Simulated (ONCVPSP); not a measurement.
# Ag (Z = 47): one change to an ONCV potential, before and after

```json
{
  "Element": "silver",
  "Generator": "ONCVPSP 4.0.1",
  "Type": "optimised norm-conserving Vanderbilt (ONCV)",
  "Functional": "revPBE",
  "Relativity": "scalar-relativistic",
  "Frozen core": "[Ar] 3d10 4s2",
  "Valence charge": "17",
  "Reference configuration": "4p6 4d10 5s1",
  "Partial waves": "5s: rc 2.70 bohr, ncon 4, nbas 7, qcut 2.4 1/bohr, 2 projectors, debl 3.3 Ha; 4p: rc 1.70 bohr, ncon 4, nbas 8, qcut 6.8 1/bohr, 2 projectors, debl 2.7 Ha; 4d: rc 1.20 bohr, ncon 3, nbas 8, qcut 8.9 1/bohr, 3 projectors, debl 0.5 Ha",
  "Local potential": "polynomial inside 1.10 bohr (lpopt 3, dvloc0 6 Ha)",
  "Core correction": "Teter function, fcfact 5, rcfact 1.6"
}
```

Change: s: debl 0.2.

Cutoffs: the cutoffs (Ha) at which the residual kinetic energy of the hardest occupied pseudo-wave falls to 1 and 0.1 mHa per electron; they do not see the model core or the augmentation charge, which bear on the density cutoff. Errors are all-electron minus pseudo energies relative to the spin-unpolarised reference configuration.

**Question.** How do hardness, ghosts and transferability respond?

**Answer.** The potential gets neither clearly harder nor softer (32 Ha and 38 Ha → 32 Ha and 38 Ha); a bound ghost appears in s, which as a rule spoils a file; the lowest positive-energy flag moves from s at 42.8 eV to none; the errors of the 4 common tests hardly move.

```csv
quantity,base,changed
"cutoff, loose",32 Ha,32 Ha
"cutoff, tight",38 Ha,38 Ha
bound ghosts,none,s
GHOST(+) flags under 300 eV,s at 42.8 eV,none
"error for 4p6 4d10 5s0, meV [ΔE 7.62 eV]",-7.8,-7.9
"error for 4p6 4d9 5s0, meV [ΔE 29.64 eV]",-14,-14
"error for 4p6 4d8 5s0, meV [ΔE 65.75 eV]",-26,-26
"error for 4p6 4d10 5s0 5p1, meV [ΔE 3.82 eV]",-6.7,-6.7
s: phases at 2.74 bohr within 0.05 rad from the reference energy up to (Ha; the scan ends near 5),n/a,n/a
p: phases at 1.72 bohr within 0.05 rad from the reference energy up to (Ha; the scan ends near 5),to the end of the scan,to the end of the scan
d: phases at 1.22 bohr within 0.05 rad from the reference energy up to (Ha; the scan ends near 5),to the end of the scan,to the end of the scan
"rms error of d²Exc/dni dnj with the model core, mHa",1.25,1.25
```

 A true bound ghost makes a file unfit for plane-wave use even where its test errors are small: the radial tests pick states by their node count and pass the ghost by.
